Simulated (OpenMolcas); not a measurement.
**3s2 3p2 along the 14-electron sequence**

```yaml
Program: OpenMolcas 26.06
Method: SS-RASPT2, IPEA 0.25 Eh, imaginary shift 0.1 Eh
Basis: ANO-R3
Scalar_Hamiltonian: X2C, finite nucleus
Spin-orbit_coupling: state interaction with AMFI integrals over the reference wave functions, term energies averaged over their components
```

Active space for each ion: 2 electrons in 9 orbitals (RAS2 3p; RAS3 3d 4s, at most 1 electron); closed shells correlated by CASPT2: 2s 2p 3s.

Computed levels in cm-1 above 3P0:

```tsv
Level	Si	P+	S2+	Cl3+
3P1	66.2	147	269	447
3P2	194	424	763	1243
1D2	6450	8800	11160	13530
1S0	20000	26420	32460	38260
weight of 3P in the lowest level (%)	100	100	100	100
```

Measured, with the error of the calculation in %. Measured levels: Si, P+ from NIST Handbook of Basic Atomic Spectroscopic Data; S2+ from NIST levels in Podobedova, Kelleher and Wiese, J. Phys. Chem. Ref. Data 38, 171 (2009); Cl3+ from Moore, Atomic Energy Levels, vol. I, NSRDS-NBS 35 (1971 reprint of NBS Circular 467, 1949).

```csv
Level,Si,P+,S2+,Cl3+
3P1,77.1 (-14.1),165 (-11.1),299 (-10.0),491 (-9.0)
3P2,223 (-13.0),469 (-9.7),833 (-8.4),1341 (-7.3)
1D2,6299 (+2.4),8882 (-0.9),11323 (-1.5),13766 (-1.7)
1S0,15394 (+29.9),21576 (+22.5),27161 (+19.5),32550 (+17.5)
```

The fine-structure level 3P2 changes by a factor of 6.41 from Si to Cl3+. Its fourth root runs 3.73, 4.54, 5.26, 5.94, with steps per unit of Z of 0.81, 0.72, 0.68; equal steps would mean a (Z - σ)^4 law with constant σ.

1D2 changes by a factor of 2.1 over the same range, with steps per unit of Z of +2350, +2360, +2370 cm-1.

Term energies are means over components that CASPT2 splits; among the terms shown or strongly mixed into the levels shown the widest spread is 120 cm-1 (3s2 3p2 1D, S2+). Over all roots computed the reference weight is 0.88 to 0.96 in P+, 0.85 to 0.96 in S2+, 0.82 to 0.97 in Cl3+; the roots of lowest weight are the least certain, and an intruder state may touch them. With the s shell closed, the reference lacks s² → p² mixing. Some terms miss by over 15 % even with CASPT2, which points to a basis or an active space too small for the shells correlated. No level of 3s2 3p 4s was computed, though it lies in the active space (holds for Si). Computed and measured levels are paired by configuration, term and J; levels that our copy of the source lacks, or whose pairing is in doubt (as where it misses far off the trend of its configuration), stay unpaired and out of the deviations. Levels of configurations outside the active space are missing.
